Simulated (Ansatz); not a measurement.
M(OH)4 with several metals: PBE-D4/def2-TZVP single points in Ansatz on relaxed structures, gas phase. Core potentials for Hf, Mo, Zr, no spin–orbit coupling. HOMO and LUMO are taken over both spins. Singlets are spin-restricted. The spins of the ions were chosen, not always searched. Names give formal oxidation states. A dash marks a value that wasn't run or was left out as unsound. The structures are stationary points that may keep the symmetry of their start. Remarks come from the PBE and PBE0 runs and from stability tests at other levels; not every state was tested. HOMO above LUMO (over both spins in singlets and doublets, within one spin in higher multiplets; at PBE or PBE0), or a gap under 0.15 eV within one spin, warns that the state may not be the lowest or that an electron is smeared out.

```
         species  atoms                          state            geometry  HOMO (eV)  LUMO (eV)  gap (eV)  vertical IE (eV)  vertical triplet (eV)  lowest of the spins relaxed  point group (within 0.1 Å)                                                                                                            remarks
Hf(OH)4 (HfO4H4)      9                        singlet    PBE0-D4/def2-SVP      -6.73      -0.58      6.15              9.69                   6.25                            –                          Td  gap within one spin near zero at PBE or PBE0 (+1 doublet), gap within one spin near zero at PBE or PBE0 (triplet)
Ti(OH)4 (TiO4H4)      9                        singlet     PBE-D4/def2-SVP      -7.32      -2.22      5.09             10.41                   5.33                            –                           –  gap within one spin near zero at PBE or PBE0 (+1 doublet), gap within one spin near zero at PBE or PBE0 (triplet)
Mo(OH)4 (MoO4H4)      9  triplet; oxidised ion doublet  r2SCAN-D4/def2-SVP      -4.09      -2.65      1.44              7.46                      –  triplet, of singlet/triplet                           –                                                                             restricted singlet, untested (singlet)
Zr(OH)4 (ZrO4H4)      9                        singlet     PBE-D4/def2-SVP      -6.77      -0.64      6.13              9.70                   6.28                            –                          Td  gap within one spin near zero at PBE or PBE0 (+1 doublet), gap within one spin near zero at PBE or PBE0 (triplet)
```

The gap (eV) runs from 1.44 (Mo(OH)4) to 6.15 (Hf(OH)4). The vertical IE (eV) runs from 7.46 (Mo(OH)4) to 10.41 (Ti(OH)4). The vertical triplet (eV) runs from 5.33 (Ti(OH)4) to 6.28 (Zr(OH)4).
